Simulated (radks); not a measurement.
Charge is removed step by step from the 1s down level of the fluorine ion F3+, starting from 1s(up 1, down 1) 2s2 2p2. Level of theory: non-relativistic Kohn-Sham, r2SCAN, spin-polarised, spherical densities, point nucleus; open shells are filled with parallel spins first; meta-GGA in the generalised Kohn-Sham scheme (a radial shooting solver on a logarithmic mesh with Libxc functionals). At the starting occupation the eigenvalue is -744.92 eV. Estimate the energy to remove one whole electron from this level, the eigenvalue at the end, and how far E(n) bends from a straight line.

Answer. Delta-SCF 783.03 eV; final eigenvalue -761.80 eV; the deviation from the straight line is -8.365 eV at 0.5 electron removed, the largest on the grid computed. Slater's transition state (half an electron removed) gives 786.44 eV. Integrating minus the eigenvalue over the occupation (Janak's theorem) gives 779.56 eV. The mean slope of the eigenvalue, de/dn, is 16.9 eV per electron.
